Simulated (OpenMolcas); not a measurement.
## Re: effect of the active space

| Item | Value |
| --- | --- |
| Program | OpenMolcas |
| Method | SS-CASPT2 or its RAS form, IPEA 0.25 Eh, imaginary shift 0.1 Eh |
| Basis | ANO-RCC-VDZP |
| Scalar Hamiltonian | DKH2, point nucleus |
| Spin-orbit coupling | state interaction with AMFI integrals over the reference wave functions, term energies averaged over their components |

A. 5 electrons in 5 orbitals (5d); 2S+1 = 6 even, 1 root; 2S+1 = 4 even, 24 roots; 2S+1 = 2 even, 75 roots (67 in the spin-orbit step); closed shells correlated: 5s 5p 6s; CASPT2 step roughly 24 core-seconds
B. 7 electrons in 6 orbitals (5d 6s); 2S+1 = 6 even, 6 roots; 2S+1 = 4 even, 52 roots; 2S+1 = 2 even, 53 roots; closed shells correlated: 5s 5p; CASPT2 step about 40 core-seconds
C. 7 electrons in 9 orbitals (RAS2 5d 6s; RAS3 6p, at most 2 electrons); 2S+1 = 6 even, 6 roots; 2S+1 = 4 even, 50 roots kept (CI in the orbitals of an earlier block); 2S+1 = 2 even, 53 roots kept (CI in the orbitals of an earlier block); 2S+1 = 6 odd, 3 roots; 2S+1 = 8 odd, 3 roots kept (CI in the orbitals of an earlier block); closed shells correlated: 5s 5p; CASPT2 step of the order of 6 core-minutes

Energies in cm⁻¹ above 5d⁵ 6s² ⁶S_5/2, the measured ground level; measured values from NIST Handbook of Basic Atomic Spectroscopic Data.

```json
{"Level": "5d⁵ 6s² ⁶S_5/2", "A": "0.0", "B": "0.0", "C": "0.0", "Measured": "0.0"}
{"Level": "5d⁵ 6s² ⁴G_11/2", "A": "20090", "B": "20190", "C": "19990", "Measured": "16307"}
{"Level": "5d⁵ 6s² ⁴G_9/2", "A": "20490", "B": "21030", "C": "20380", "Measured": "16619"}
{"Level": "5d⁵ 6s² ⁴P_1/2 [61 %]", "A": "20830", "B": "19700", "C": "19310", "Measured": ""}
{"Level": "5d⁵ 6s² ⁴D_7/2 [64 %]", "A": "22890", "B": "21450", "C": "21180", "Measured": ""}
```

Deviations, from unrounded energies. A percentage is the sum of absolute deviations over the sum of measured energies, with the sign that they share, or ± where signs differ.

| Against measurement | Levels | A | B | C |
| --- | --- | --- | --- | --- |
| mean absolute deviation (cm-1) | 2 | 3800 | 4100 | 3700 |
| other terms of the ground configuration (%) | 2 | +23.2 | +25.2 | +22.6 |

A, C lie about equally close to measurement and B furthest from it. The largest miss of C in the table is 5d⁵ 6s² ⁴G_9/2, by +3800 cm-1. The ranking rests on the paired levels alone, and a cruder setting can come out closer through cancelling errors.

The spin-orbit steps hold different terms of 5d⁵ 6s² (B lacks a ²D, a ²G, ⁴F; C lacks a ²D, a ²G), which shifts levels as well.

Among A to C the level of the table that moves most is 5d⁵ 6s² ⁴D_7/2 [64 %], by 1700 cm-1 (lowest in C, highest in A). Moves below CASPT2's spread within the term are not significant.

CASPT2 breaks the degeneracy within a term, and the mean is taken; among the terms shown or strongly mixed into the levels shown the widest spread is 300 cm-1 (5d⁵ 6s² ⁴G, B). Some terms miss by over 15 % even with CASPT2, which points to a basis or an active space too small for the shells correlated. The CASPT2 spread within a term exceeds the gap to the next term for 5d⁵ 6s² ⁴G and 5d⁵ 6s² ⁴P, so the order of their levels is uncertain, and so are names and mixing where such terms share a J (figures for B; the like holds for C). Some high roots are left out of the spin-orbit mixing, which shifts the levels that they would mix with (holds for A). With the s shell closed, the reference lacks s² → p², s² → d² and s → d mixing, so excited terms can stand far too high and out of order, with CASPT2 too (holds for A). Configurations are named by rounded mean occupations; where the s occupation lies near a half they are strongly mixed, a name can repeat and a true partner stay unpaired (holds for B; C). Terms from blocks run as CI alone lack orbitals of their own (holds for C). Computed and measured levels are paired by configuration, term and J; levels that our copy of the source lacks, or whose pairing is in doubt (as where it misses far off the trend of its configuration), stay unpaired and out of the deviations. Only configurations of the active space appear. Levels that lie high or do not pair safely by name in every column are left out.

A share in square brackets marks a mixed level and gives the weight of the term that names it, the lowest over the columns.
